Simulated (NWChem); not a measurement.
System: C2H6NO cation; SMILES CC(N)=[OH+]

```xyz
10

C      0.1849    -1.4055    -0.0001
C     -0.0070     0.0615     0.0001
N      0.9892     0.8984     0.0000
O     -1.1873     0.5901     0.0000
H     -0.3037    -1.8370     0.8888
H      1.2442    -1.6875     0.0049
H     -0.2972    -1.8366    -0.8928
H      0.8181     1.9041    -0.0001
H      1.9515     0.5740    -0.0003
H     -1.9059    -0.0620     0.0003
```
Atoms are numbered in this order, from 1.

All runs: NWChem. Pople sets run with spherical d functions. All runs use the structure optimised with PBE0/def2-SVP. Level M06-2X/6-31G*: energy and gradient on several grids; changes count from the extra-fine grid, which is no exact limit either.

```csv
grid,size of the energy change (μHa),largest change of a gradient component (μHa/bohr),"time, medium = 1 (rough)"
xcoarse,20000,5000,about 1
coarse,300,700,about 1
medium,< 10,200,about 1
fine,< 10,40,about 1
xfine,< 10,< 30,4
```
